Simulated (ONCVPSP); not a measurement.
u(r) = r·R(r): atom against pseudo-atom (W (Z = 74))

Columns: radius, all-electron u(r) and pseudo u(r) of the 5d shell (level -3.32 eV) of tungsten in the configuration [Kr] 4d10 4f14 5s2 5p6 5d5 6s1; PBE, scalar-relativistic, ONCV scheme, ONCVPSP 4.0.1.

```json
{"r (bohr)": "0.115", "all-electron": "0.2046", "pseudo": "0.0019"}
{"r (bohr)": "0.230", "all-electron": "-0.0575", "pseudo": "0.0146"}
{"r (bohr)": "0.345", "all-electron": "-0.2931", "pseudo": "0.0464"}
{"r (bohr)": "0.460", "all-electron": "-0.2711", "pseudo": "0.1013"}
{"r (bohr)": "0.575", "all-electron": "-0.1030", "pseudo": "0.1783"}
{"r (bohr)": "0.690", "all-electron": "0.1021", "pseudo": "0.2716"}
{"r (bohr)": "0.805", "all-electron": "0.2899", "pseudo": "0.3726"}
{"r (bohr)": "0.920", "all-electron": "0.4416", "pseudo": "0.4713"}
{"r (bohr)": "1.035", "all-electron": "0.5543", "pseudo": "0.5590"}
{"r (bohr)": "1.150", "all-electron": "0.6319", "pseudo": "0.6293"}
{"r (bohr)": "1.265", "all-electron": "0.6807", "pseudo": "0.6791"}
{"r (bohr)": "1.380", "all-electron": "0.7070", "pseudo": "0.7085"}
{"r (bohr)": "1.495", "all-electron": "0.7162", "pseudo": "0.7198"}
{"r (bohr)": "1.610", "all-electron": "0.7131", "pseudo": "0.7170"}
{"r (bohr)": "1.725", "all-electron": "0.7011", "pseudo": "0.7040"}
{"r (bohr)": "1.840", "all-electron": "0.6830", "pseudo": "0.6846"}
{"r (bohr)": "1.955", "all-electron": "0.6608", "pseudo": "0.6615"}
{"r (bohr)": "2.070", "all-electron": "0.6362", "pseudo": "0.6363"}
{"r (bohr)": "2.185", "all-electron": "0.6100", "pseudo": "0.6100"}
{"r (bohr)": "2.300", "all-electron": "0.5832", "pseudo": "0.5832"}
{"r (bohr)": "2.415", "all-electron": "0.5563", "pseudo": "0.5562"}
{"r (bohr)": "2.530", "all-electron": "0.5296", "pseudo": "0.5296"}
{"r (bohr)": "2.645", "all-electron": "0.5035", "pseudo": "0.5034"}
{"r (bohr)": "2.760", "all-electron": "0.4780", "pseudo": "0.4780"}
{"r (bohr)": "2.875", "all-electron": "0.4534", "pseudo": "0.4534"}
{"r (bohr)": "2.990", "all-electron": "0.4297", "pseudo": "0.4297"}
```

**Question.** How many radial nodes do the two functions have?

**Answer.** The all-electron 5d function has n − l − 1 = 2; the pseudo-wave has 0, since the states of the same l below it are removed with the core.

**Question.** At about which radius was the pseudo-wave matched?

**Answer.** 2.30 bohr. The columns agree to 0.0005 from 2.07 bohr on; several derivatives are matched, so the curves merge somewhat inside the radius.

**Question.** Is the pseudo-wave norm-conserving?

**Answer.** Yes: the ONCV scheme keeps the norm inside the radius equal to the all-electron one, which fixes the energy derivative of the logarithmic derivative at the level.
